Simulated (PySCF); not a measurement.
C₇H₉O (doublet state).
Cartesian coordinates in Å at the GFN2-xTB level; atoms count from 1:
```xyz
17
C7H9O angstrom
C      3.0287   -0.9490   -1.0973
C      2.2260    0.0639   -1.0948
C      1.4035    1.0748   -1.0833
C      0.0685    1.0821   -0.4366
O     -0.6376    2.0948   -0.4697
C     -0.3354   -0.1212    0.2111
C     -1.6178   -0.2041    0.9282
C     -2.1723   -1.6198    1.0351
H      3.7685   -1.0890   -0.3252
H      3.0054   -1.6913   -1.8793
H      1.6698    2.0041   -1.5695
H      0.3250   -0.9745    0.1979
H     -2.3315    0.4734    0.4479
H     -1.4713    0.1970    1.9423
H     -1.4584   -2.2782    1.5255
H     -3.0936   -1.6213    1.6120
H     -2.3843   -2.0178    0.0456
```

The hyperfine couplings belong to this conformer and change with its torsions.

As a line formula: `C=C=CC(=O)[CH]CC` [radical].

Method: UKS B3LYP, pcH-1 on C H O, non-relativistic, mean-field spin-orbit, GIAO in PySCF 2.14.0. The structure is a single GFN2-xTB conformer in the gas phase; no vibrational or solvent corrections. The geometry wasn't refined by DFT: couplings that depend on bond lengths, twists or pyramidal angles can differ widely from those at the functional's own minimum. Stability of the SCF solution: not tested.

Largest spin populations (Mulliken): C6 (+0.83), O5 (+0.26), C4 (-0.09) and C7 (-0.07). The angles at C6 add up to 360.0°, so it is planar; its axial dipolar tensor and the negative coupling of its proton fit spin in a p orbital normal to that plane.

Question: McConnell's relation a(H) = Q·ρ ties the coupling of a proton on a planar π carbon to the spin population of that carbon. What Q do the computed values give?

Answer: 
```
  H   C    ρ(C)  a(H) (G)  a/ρ (G)
H12  C6  +0.826    -18.25    -22.1
```

One proton gives one ratio, Q = -22.1 G, and no test of linearity.

Question: How do the β-proton couplings of this frozen conformer go with θ, the angle between the C–H bond and the normal to the plane of the spin centre's three neighbours, both seen down the bond from centre to carbon?

Answer: 
| β H | on | centre | θ (°) | cos²θ | a (G) |
| --- | --- | --- | --- | --- | --- |
| H13 | C7 | C6 | 61 | 0.24 | +15.49 |
| H14 | C7 | C6 | 5 | 0.99 | +46.85 |

Couplings in gauss use g_iso = 2.0043.

Hardware: one thread of an Arm Neoverse V1, shared host. Cost: 81 s (with the writing of density and orbital grids), 1.1 GiB resident at most.
